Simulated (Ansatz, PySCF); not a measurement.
H3Si (SMILES [SiH3]), doublet, at a GFN2-xTB geometry. Base run: PySCF with B3LYP/STO-3G.

The PySCF input:
```python
from pyscf import gto, scf, dft

mol = gto.Mole()
mol.atom = '''
    Si    0.002057    0.000655    0.056047
    H    -0.612160    1.275979   -0.254387
    H     1.398465   -0.120902   -0.311854
    H    -0.815104   -1.164248   -0.218419
'''
mol.basis = 'sto-3g'
mol.charge = 0
mol.spin = 1
mol.verbose = 4
mol.build()

mf = dft.UKS(mol)
mf.xc = 'b3lyp'
mf.kernel()
```

The same geometry, method and basis name were run in Ansatz (a quantum-chemistry and plane-wave program) and PySCF, at each program's defaults and at the settings that a row names. The base is PySCF at its defaults. Differences at the defaults can come from grids, fitting, cores and function types together.

| code and settings | ΔE vs base (mEh) | basis functions | E (Eh) | SCF cycles | dipole (D) |
|---|---|---|---|---|---|
| PySCF, defaults (exact integrals, its default grid, spherical functions) | 0.000 | 12 | -287.84821 | 7 | 0.12 |
| Ansatz, defaults (factorised integrals, its default grid, spherical functions) | 0.000 | 12 | -287.84821 | - | - |
| PySCF, density fitting with def2-universal-jkfit | -0.686 | 12 | -287.84890 | 7 | 0.12 |
| PySCF, fine grid | 0.000 | 12 | -287.84821 | 7 | 0.12 |
| Ansatz, high accuracy | 0.000 | 12 | -287.84821 | - | - |

Open shells are given as the SCF converged; they aren't shown to be the lowest states, and a large step between rows can be another state.
